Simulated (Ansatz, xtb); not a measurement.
## CH5SeSi+: where a starting geometry ends

The starting geometry of this gas-phase triplet was built from a drawn formula by distance geometry and a force field; its bonds are those of `[SiH]C[SeH2+]`.

```xyz
8

C    -1.6038   -0.0144    0.9254
Se   -0.7578   -1.3129   -0.1236
Si   -2.9228    0.8649   -0.1250
H    -2.2881    1.4679   -1.2710
H    -2.0925   -0.4576    1.7706
H    -0.8858    0.7248    1.2572
H     0.1190   -0.2434   -0.8987
H     0.3952   -1.5309    0.9223
```

Question: Where would you expect an optimisation with r2SCAN-D4/def2-SVP to take it?

Answer: It keeps its bonds, and is `[SiH]C[SeH2+]`.

The energy falls by 0.45 eV over 10 steps:

```csv
step,E − E(last) (eV)
1,0.452
2,0.088
3,0.037
4,0.019
5,0.008
6,0.006
7,0.001
8,0.000
9,0.000
10,0.000
```

Final geometry (Å):

```xyz
8

C    -1.6617    0.0493    0.8813
Se   -0.5942   -1.4401    0.0066
Si   -2.9724    0.8133   -0.2528
H    -2.4953    1.8738   -1.1861
H    -2.1210   -0.4681    1.7390
H    -0.9224    0.7788    1.2495
H     0.1629   -0.5644   -0.9112
H     0.5676   -1.5442    0.9311
```

From the same start GFN2-xTB ends elsewhere, in pieces: CH3Si + H2Se.

The end wasn't checked by frequencies. Open shells are spin-unrestricted. The triplet needn't be the ground state. Run with Ansatz 0.2.0, 55 s on 2 threads of Arm Neoverse V1 (shared host).
